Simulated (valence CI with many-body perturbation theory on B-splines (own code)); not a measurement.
The numbers below are computed, except where a source is named.
# Ag33+: what the settings do

Level of theory: configuration interaction combined with many-body perturbation theory (CI+MBPT): four valence electrons over a frozen Dirac-Fock core [Ne], radial functions for each j: 6 s, 6 p, 5 d, 3 f, 1 g, with the one-electron correlation potential Σ1 (screened to all orders), the two-electron term Σ2, the three-electron term Σ3, Breit, model QED; selected single and double excitations, second order for the rest (own B-spline code, finite nucleus).

The last digits are not significant, and no measured levels were compared; by estimate large intervals hold to a few tenths of a per cent, small ones and those within an open d or f shell to about a per cent.

The reference run has the lowest level (3s^2 3p1/2^2) J=0 and an ionisation energy of 2075.48 eV. Its largest variational space holds 10000 state functions.

Levels are named by their leading jj configuration (3d3/2^4 stands for four electrons in 3d with j = 3/2), which in mixed levels can hold well under half, so a name can repeat and another be missing. Letters in brackets count levels of one name in rising energy.

Changed runs:
A. QED terms on → off
B. Davidson tolerance 2e-05 → 0.0003
C. Breit term on → off; QED terms on → off
D. logarithmic knot step 0.27 → 1.1 (bad on purpose)

Excitation energies of the reference run in cm⁻¹, and shifts in cm⁻¹:

```tsv
Level	Reference	A	B	C	D
(3s^2 3p1/2 3p3/2) J=1	293387	-641	0	+4711	+32
(3s^2 3p1/2 3p3/2) J=2	335851	-647	0	+5614	+31
(3s^2 3p3/2^2) J=2	660209	-1242	0	+9922	+63
(3s^2 3p3/2^2) J=0	755907	-1202	0	+9067	+59
(3s 3p1/2^2 3p3/2) J=2	947736	+5860	0	+6949	-41
(3s 3p1/2^2 3p3/2) J=1	1084060	+5337	0	+6604	-52
(3s 3p1/2 3p3/2^2) J=2 [a]	1215960	+4660	0	+10570	-24
(3s^2 3p1/2 3d3/2) J=2	1271530	+674	0	+9182	-76
(3s 3p1/2 3p3/2^2) J=3	1287000	+4374	0	+12336	-27
(3s 3p1/2 3p3/2^2) J=0	1383430	+4905	0	+10185	-22
(3s 3p1/2 3p3/2^2) J=1 [a]	1404180	+4100	0	+10358	-34
(3s 3p1/2 3p3/2^2) J=2 [b]	1430720	+2375	0	+11639	-49
Ionisation energy (eV)	2075.48	-0.06	0	+1.76	-0.015
```

No effect on these energies: B.
